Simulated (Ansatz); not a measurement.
Input (CCSDT(Q)/aug-cc-pVDZ; Ansatz, a quantum-chemistry and plane-wave program):

Ansatz 0.2 input:
```yaml
crystal:
  periodic: [false, false, false]
  atoms:
    - {symbol: C, position_ang: [-0.74598462, 0.07954784, 0.23255547]}
    - {symbol: F, position_ang: [0.73298763, -0.10811036, -0.07052530]}
    - {symbol: H, position_ang: [-0.92133566, 1.08748682, -0.22113066]}
    - {symbol: H, position_ang: [-1.19964527, -0.59178060, -0.53947446]}
basis:
  gaussian:
    orbitals: aug-cc-pVDZ
total_charge: -1
magnetization: {spin_polarized: false}
correlation: {method: ccsdt_q, electrons: outside_noble_gas}
```

Output:

```
Functional definition: HF
integrals: 0.05 GiB planned
1040 factors; integrals over basis functions are off by at most 2.1e-7 eV
mean field: 0.14 GiB planned
mean field evaluation 1: about -3763.6965 eV, gradient 2.9e1 eV
mean field evaluation 2: about -3763.6979 eV, gradient 2.9e1 eV
mean field evaluation 4: about -3765.5075 eV, gradient 2.2e0 eV
mean field evaluation 8: about -3765.5545 eV, gradient 1.4e-1 eV
mean field evaluation 16: about -3765.5430 eV, gradient 8.5e-1 eV
mean field -3765.55505590 eV, -138.3815959193 hartree, gradient 1.2e-6 eV, S^2 0.000000; 0 other end points of the search recorded, 0 dependent functions left out
2 core orbitals not correlated
reference -3765.55505590 eV, -138.3815959193 hartree; 7, 7 occupied and 55, 55 virtual orbitals, 1040 factors
second order -10.17731988 eV of doubles, -0.00000000 eV of singles
coupled cluster: 0.89 GiB planned
cycle   1  -10.29262716 eV  change   -1.2e-1 eV  update   1.0e-1
cycle   2  -10.73108202 eV  change   -4.4e-1 eV  update   5.7e-2
cycle   3  -11.03301130 eV  change   -3.0e-1 eV  update   2.2e-2
cycle   4  -11.01883423 eV  change    1.4e-2 eV  update   8.6e-3
cycle   5  -10.99589711 eV  change    2.3e-2 eV  update   4.8e-3
cycle   6  -10.99540165 eV  change    5.0e-4 eV  update   2.3e-3
cycle   7  -10.99829190 eV  change   -2.9e-3 eV  update   1.3e-3
cycle   8  -10.99863748 eV  change   -3.5e-4 eV  update   6.3e-4
cycle   9  -10.99805633 eV  change    5.8e-4 eV  update   3.0e-4
cycle  10  -10.99796965 eV  change    8.7e-5 eV  update   1.3e-4
cycle  11  -10.99799733 eV  change   -2.8e-5 eV  update   6.4e-5
cycle  12  -10.99789041 eV  change    1.1e-4 eV  update   3.7e-5
cycle  13  -10.99787168 eV  change    1.9e-5 eV  update   2.2e-5
cycle  14  -10.99787720 eV  change   -5.5e-6 eV  update   1.5e-5
cycle  15  -10.99787139 eV  change    5.8e-6 eV  update   9.9e-6
cycle  16  -10.99786440 eV  change    7.0e-6 eV  update   6.6e-6
cycle  17  -10.99786553 eV  change   -1.1e-6 eV  update   3.6e-6
cycle  18  -10.99786575 eV  change   -2.3e-7 eV  update   2.2e-6
cycle  19  -10.99786478 eV  change    9.8e-7 eV  update   1.1e-6
perturbative correction -0.02012894 eV, -0.0007397247 hartree
Total energy: -3776.57304961 eV, -138.7864997201 hartree
```
